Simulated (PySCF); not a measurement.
Geometries of 2 isomers of C6H8N2, from PBE0-D3(BJ)/def2-SVP geometry optimisation, gas phase (PySCF 2.14.0). One conformer each, no zero-point energy, no frequencies.

Question: Which is lower in electronic energy at this level?
A.
```xyz
16
angstrom
N     -2.758   -0.670   -0.229
N     -1.898    0.391   -0.067
C     -0.529    0.262    0.000
C      0.089   -0.990    0.156
C      1.476   -1.085    0.244
C      2.279    0.051    0.180
C      1.668    1.298    0.024
C      0.287    1.408   -0.066
H     -2.816   -1.220    0.626
H     -2.452   -1.290   -0.983
H     -2.269    1.283   -0.366
H     -0.523   -1.892    0.213
H      1.933   -2.070    0.367
H      3.365   -0.031    0.248
H      2.279    2.203   -0.031
H     -0.179    2.390   -0.188
```
B.
```xyz
16
angstrom
N     -2.604    0.120   -0.314
C     -1.582    0.752    0.502
C     -0.179    0.236    0.289
C      0.658    0.748   -0.705
C      1.914    0.184   -0.903
C      2.295   -0.885   -0.092
N      1.517   -1.385    0.865
C      0.321   -0.834    1.043
H     -2.614   -0.884   -0.139
H     -2.373    0.224   -1.301
H     -1.603    1.837    0.309
H     -1.857    0.626    1.562
H      0.326    1.593   -1.318
H      2.593    0.565   -1.669
H      3.277   -1.354   -0.220
H     -0.296   -1.260    1.845
```

Answer: B. That is 3-(aminomethyl)pyridine, `NCc1cccnc1`, 10.7 kcal/mol below the other.

```tsv
SMILES	atoms numbered as above	E (Eh)	relative (kcal/mol)	relative (kJ/mol)	dipole (D)
NCc1cccnc1	[NH2:1][CH2:2][c:3]1[cH:4][cH:5][cH:6][n:7][cH:8]1	-342.30908	0.0	0.0	1.92
NNc1ccccc1	[NH2:1][NH:2][c:3]1[cH:4][cH:5][cH:6][cH:7][cH:8]1	-342.29198	10.7	44.9	0.79
```

As drawn, the higher has an N–N linkage, which the lower lacks.
